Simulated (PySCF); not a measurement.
C3H12BN.
Geometry (PBE0-D3(BJ)/def2-SVP, Å), atoms numbered from 1 in this order:
```
atom  x, y, z in Å
B1     1.965   -0.891    0.125
N2     0.779    0.132    0.571
C3    -0.363    0.316   -0.359
C4    -1.202   -0.946   -0.413
C5    -1.174    1.542    0.026
H6     1.491   -2.018    0.091
H7     2.822   -0.775    0.995
H8     2.342   -0.493   -0.973
H9     1.228    1.037    0.722
H10    0.428   -0.155    1.487
H11    0.103    0.475   -1.345
H12   -0.590   -1.812   -0.694
H13   -2.010   -0.829   -1.150
H14   -1.669   -1.152    0.565
H15   -1.987    1.708   -0.696
H16   -0.554    2.453    0.041
H17   -1.633    1.421    1.021
```

The calculation used PySCF 2.14.0, delta-SCF UKS SCAN, pcX-2 on the ionised atom, pcseg-1 elsewhere, spin-free X2C. The ground state was rerun for each ionised atom, in the same mixed basis as its hole state.

```
ionised atom  basis functions  E(ground) (Eh)  binding energy (eV)
          B1              161      -201.09991              193.526
          C3              161      -201.10810              292.285
          C4              161      -201.10542              291.065
          N2              161      -201.11650              407.147
```

Question: Fill in the total energy of each core-ionised state.

Answer: With binding energy = E(ionised) − E(ground) and 27.2114 eV a hartree:

| atom | binding energy (Eh) | E(ionised) (Eh) |
| --- | --- | --- |
| B1 | 7.1119 | -193.9880 |
| C3 | 10.7413 | -190.3668 |
| C4 | 10.6965 | -190.4090 |
| N2 | 14.9624 | -186.1541 |

Question: How much do the ground-state energies differ, and what would follow from using one of them for all holes?

Answer: They run from -201.1165 Eh (core basis on N2) to -201.0999 Eh (on B1), 0.0166 Eh or 0.45 eV apart, though the state is the same; only basis and grid differ. Pairing the ion of B1 with the ground state of N2 would put its binding energy 0.45 eV too high.

Lowest listed C 1s: C4/C5, bonded to C and 3 H. Highest, 1.21 eV above it: C3, bonded to N, 2 C and H. Summing the Pauling electronegativity differences to the bonded atoms, each weighted by its formal bond order, gives -1.05 for the lowest site and +0.14 for the highest.

Only 1s holes are shown. Topologically equivalent atoms share the value of their first member; where this conformer doesn't relate them by symmetry, their own values could differ. The structure is a single PBE0-D3(BJ)/def2-SVP conformer in the gas phase; no vibrational or solvent corrections.
